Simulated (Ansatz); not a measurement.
Reading a saddle point

A first-order saddle point of Si4H10F2, singlet, PBE0-D4/def2-TZVP, with one imaginary mode of 1066i cm⁻¹:

```
16
angstrom
Si -0.1818 -0.0654 -0.3476
Si -0.7026 1.3053 1.8145
Si -0.6587 -2.3482 -0.2266
Si 1.2860 0.9632 -1.8446
F -1.6375 0.6209 -0.6886
H 0.5787 0.2446 1.1976
F 1.4741 -0.5011 0.7561
H 0.1275 1.4248 3.0431
H -0.8539 2.6301 1.1736
H -2.0022 0.6764 2.1380
H -0.9577 -2.6983 1.1870
H -1.8306 -2.6929 -1.0740
H 0.5366 -3.1021 -0.6817
H 0.5741 1.4165 -3.0682
H 2.3458 -0.0123 -2.2052
H 1.9025 2.1385 -1.1736
```

Computed with Ansatz 0.2.0 (basis: def2-TZVPP and def2-QZVPP); correlated methods freeze the cores. Extrapolation: Hartree–Fock as exp(−7.88 √X), correlation as X^−2.97.

(1) Which contacts change along the imaginary mode, and what lies on either side? (A judgement: the text doesn't fix the answer.)

(2) Which side is lower, and how far does the saddle lie above each? (An estimate is asked for; the value comes from the calculation.)

T1 diagnostic: at most 0.015.

Answers

(1) The calculation gives: The step is Si₄H₉F ([F][Si]([SiH3])([SiH3])[SiH3]) + HF → Si₃H₆F₂ ([F][Si]([F])([SiH3])[SiH3]) + SiH₄, with the molecules in contact on both sides. Shortening one way: Si1–F7, Si2–H6; lengthening the same way: Si1–Si2, H6–F7.
```
   pair  one side (Å)  saddle (Å)  other side (Å)
 Si1–F7          3.07        2.04            1.60
 Si2–H6          2.74        1.77            1.48
Si1–Si2          2.35        2.61            4.46
  H6–F7          0.93        1.25            3.10
```

(2) The calculation gives: The side with Si1–F7, Si2–H6 short is lower by 1.359 eV; the saddle lies 2.897 eV above it and 1.538 eV above the other (CCSD(T) at an estimated basis limit (MP2 extrapolated from triple and quadruple zeta, plus CCSD(T) − MP2 in triple zeta); electronic energies).

Labels in which every atom is bracketed show which atoms are joined, not bond orders.

For scale, one of the runs: CCSD(T)/def2-TZVPP, 370 basis functions, launched by `ansatz run in.yaml --threads 2 --pin off --events-out ev --progress --plain --max-ram 32768MiB --backend cuda --devices 0, --max-vram 18GiB`. The run took 28 s on 2 CPU threads of an AMD EPYC 7R13 and a share of one NVIDIA H100 (shared host), with 0.85 GiB of host memory at its peak.
